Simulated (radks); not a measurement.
The nuclear charge of neutral molybdenum is varied continuously with 42 electrons held in [Kr] 4d5 5s1. Calculated with a radial shooting solver on a logarithmic mesh with Libxc functionals: scalar-relativistic Kohn-Sham, PBE, spin-polarised, spherical densities, point nucleus; open shells are filled with parallel spins first (spin-orbit coupling, left out, can overturn this in heavy ions). By the Hellmann-Feynman theorem dE/dZ = E(electron-nucleus)/Z, the electronic potential at the nucleus. The scalar-relativistic energy here is not variational (the density holds large components alone), so the two differ by a part that grows with Z.

| Z | E (hartree) | E(electron-nucleus)/Z (hartree) | HOMO | e(HOMO) (eV) | <r> HOMO (bohr) |
|---|---|---|---|---|---|
| 41.8 | -4002.36581 | -230.825 | 4d | -2.857 | 2.058 |
| 41.9 | -4025.53918 | -231.587 | 4d | -3.693 | 2.010 |
| 42 | -4048.78913 | -232.348 | 4d | -4.571 | 1.967 |
| 42.1 | -4072.11560 | -233.108 | 5s | -5.270 | 3.413 |
| 42.2 | -4095.51853 | -233.868 | 5s | -5.950 | 3.354 |
| 42.3 | -4118.99788 | -234.627 | 5s | -6.653 | 3.297 |
| 42.4 | -4142.55361 | -235.386 | 5s | -7.378 | 3.243 |
| 42.5 | -4166.18570 | -236.145 | 5s | -8.124 | 3.192 |
| 42.6 | -4189.89411 | -236.903 | 5s | -8.891 | 3.143 |
| 42.7 | -4213.67882 | -237.661 | 5s | -9.679 | 3.096 |
| 42.8 | -4237.53980 | -238.419 | 5s | -10.486 | 3.050 |
| 42.9 | -4261.47705 | -239.177 | 5s | -11.312 | 3.007 |
| 43 | -4285.49054 | -239.934 | 5s | -12.157 | 2.965 |

The central difference of E at Z = 42 is -232.882 hartree, to compare with the third column; the second derivative is -7.65 hartree.
